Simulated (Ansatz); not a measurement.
Species, as SMILES: O=[B] (B-O), doublet.
Atoms: B1, O2. Bonds: B1-O2.

Basis-set convergence of the optimised B1-O2 bond length at HF with Ansatz (a quantum-chemistry and plane-wave program). Cartesian d functions, on some or all atoms, in 6-31G**, 6-31+G*; all else is spherical. The program fits the integrals of some runs and decomposes those of others, by size. Open shells are unrestricted. No added dispersion term, no relativity. Reference: the value in pcseg-4, 1.1792 Å, itself unsure by roughly 0.0003 Å (its mean distance from aug-pcseg-3, aug-cc-pVQZ, cc-pV5Z). Deviations are taken from unrounded values.

| basis | functions | optimised B1-O2 bond length (Å) | minus reference (Å) |
|---|---|---|---|
| pcseg-0 | 18 | 1.2163 | 0.0371 |
| pcseg-1 | 28 | 1.1833 | 0.0042 |
| 6-31G** | 30 | 1.1868 | 0.0077 |
| 6-311G** | 36 | 1.1806 | 0.0015 |
| 6-31+G* | 38 | 1.1874 | 0.0082 |
| 6-311++G(2d,2p) | 54 | 1.1810 | 0.0019 |
| def2-TZVPPD | 77 | 1.1817 | 0.0025 |
| cc-pCVTZ | 86 | 1.1818 | 0.0026 |
| cc-pVQZ | 110 | 1.1796 | 0.0004 |
| pcseg-3 | 120 | 1.1791 | -0.0001 |
| def2-QZVPPD | 129 | 1.1797 | 0.0005 |
| cc-pV5Z | 182 | 1.1794 | 0.0002 |
| pcseg-4 | 202 | 1.1792 | 0.0000 |

The smallest set listed that lies within 0.01 Å of the reference with all its larger relatives (same family, alike in diffuse functions; a set with none counts only in the reference's own line) is pcseg-1 (28 functions, 0.0042 Å off). Inside, with no larger relative to test it: cc-pCVTZ. (Relatives not listed, tested too: 6-311+G** 0.0028, pcseg-2 0.0003, 6-311++G(3df,3pd) 0.0003 Å.)
